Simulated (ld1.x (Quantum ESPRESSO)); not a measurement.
## Before and after: RRKJ potential for titanium

```
Element                 : titanium
Generator               : ld1.x (Quantum ESPRESSO) 7.5
Type                    : norm-conserving RRKJ (Kleinman–Bylander form)
Functional              : BLYP
Relativity              : fully relativistic
Frozen core             : [Ar]
Valence charge          : 4
Reference configuration : 3d2 4s0 4p0 (charge +2)
Partial waves           : 4p (bound, empty): rc 3.10 bohr; 3d (bound): rc 2.25 bohr; 4s (bound, empty): rc 2.00 bohr
Local potential         : the s channel
Core correction         : none
```

Open shells are filled in proportion to 2j + 1 (rel_dist='average').

All-electron outer shells of the reference configuration (BLYP, scalar-relativistic, ld1.x):

```
shell  level (eV)  outermost node (bohr)  outermost maximum (bohr)
   3p      -54.66                   0.37                      0.90
   3d      -19.69                      –                      0.97
   4s      -17.15                   1.23                      2.61
   4p      -12.64                   1.35                      3.03
```

Change: all radii scaled by about 1.11 (s 2.22, p 3.46, d 2.50 bohr).

Cutoffs: the cutoffs (Ry, on a coarse ladder) from which the occupation-weighted sum of valence levels, in a spherical-Bessel basis at the reference potential, stays within 10 and 1 mRy of its value at 400 Ry; they do not see the model core or the augmentation charge, which bear on the density cutoff. Errors are all-electron minus pseudo energies relative to the spin-unpolarised reference configuration.

Problem. How do hardness, ghosts and transferability respond?

Solution. The potential gets softer (35 Ry and 40 Ry → 30 Ry and 30 Ry); the number of tests that count goes from 6 to 7; of the 6 tests that both files solve, the error grows in 3 and shrinks in 0 by more than 15 % and 0.3 meV (median size 353.0 → 432.7 meV); neither file shows a bound ghost at the reference potential, the only one tested. A larger radius leaves more room for a smooth pseudo-wave, so fewer plane waves are needed. More of the atom is replaced by a form fitted at one configuration, so other configurations suffer.

| quantity | base | changed |
| --- | --- | --- |
| cutoff, loose | 35 Ry | 30 Ry |
| cutoff, tight | 40 Ry | 30 Ry |
| bound ghosts | none | none |
| tests counted (converged, no solver errors) | 6 of 7 | 7 of 7 |
| error for 3d2 4s2 4p0, meV [ΔE -21.00 eV] | +341 | +320 |
| error for 3d2 4s1 4p0, meV [ΔE -13.72 eV] | +117 | +121 |
| error for 3d1 4s0 4p0, meV [ΔE 26.94 eV] | +365 | +545 |
| error for 3d1 4s2 4p1, meV [ΔE -16.29 eV] | +681 | +785 |
| error for 3d3 4s1 4p0, meV [ΔE -19.89 eV] | +192 | +188 |
| error for 3d1 4s2 4p0, meV [ΔE -11.37 eV] | +534 | +653 |

Base: Tests not counted: 3d2 4s0 4p2 (pseudo-atom not self-consistent, printed error +2.8 eV). ld1.x printed “convergence not achieved” for 5 of the counted tests; their residual had stalled under 1e-8, short of the target of 1e-14. Changed file: ld1.x printed “convergence not achieved” for 5 of the counted tests; their residual had stalled under 1e-8, short of the target of 1e-14.
